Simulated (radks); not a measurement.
Values are calculated unless marked as measured or tabulated.
Sr+, 37 electrons, occupied as [Kr] 5s1. Code: a radial shooting solver on a logarithmic mesh with Libxc functionals. Model: scalar-relativistic Kohn-Sham, PBE, spin-unpolarised, spherical densities, finite nucleus; Fermi nuclear charge, rms radius 4.224 fm. Some entries of the table are withheld. Estimate them.

orbital  occ.  eigenvalue (eV)  r(max) (bohr)  <r^2> (bohr^2)
1s          2              (1)        0.02553        0.002067
2s          2        -2164.411         0.1451         0.03507
2p          6        -1923.916         0.1160         0.02766
3s          2        -340.1824         0.4358             (2)
3p          6        -262.5624            (3)          0.2901
3d         10        -134.4226         0.3766          0.3027
4s          2         -47.2311          1.191           2.088
4p          6         -29.1142          1.326           2.805
5s          1          -8.3482          3.428           17.13
4d          0          -6.7900          1.995           9.599
5p          0          -5.4229          4.281           26.92

Answer. 
(1) 1s eigenvalue (eV): -15943.49
(2) 3s <r^2> (bohr^2): 0.2779
(3) 3p r(max) (bohr): 0.4308
